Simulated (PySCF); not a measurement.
Sn(OH)(SH) (H2OSSn), SMILES [SH][Sn][OH] (connectivity only; charge and spin as stated), neutral, multiplicity 1. Heavy atoms are numbered as in [Sn:1]([OH:2])[SH:4]. Hydrogens are named by the atom that carries them.

The structure is a stationary point at PBE0-D3(BJ)/def2-TZVP. The def2 effective core potentials stand for the cores of Sn; spin–orbit coupling is left out. Other conformers were not sampled.

The numbers are results of CAM-B3LYP/def2-TZVPD run with PySCF, not measurements.

Mulliken values depend strongly on the basis, most of all with diffuse functions as here. ESP charges are fitted to the potential on shells at 1.4 to 2.0 van der Waals radii. Atomic charges (e), one atom of each kind:

| atom | ESP fit | Mulliken |
|---|---|---|
| Sn1 | ? | 0.80 |
| O2 (OH) | ? | -0.70 |
| H on O2 | ? | 0.31 |
| S4 (SH) | -0.35 | -0.55 |
| H on S4 | 0.15 | 0.14 |

Fill in the missing entries. (The exact figures need the calculation; the answer reports its results.)


- Sn1, ESP fit: 0.42
- O2 (OH), ESP fit: -0.64
- H on O2, ESP fit: 0.42
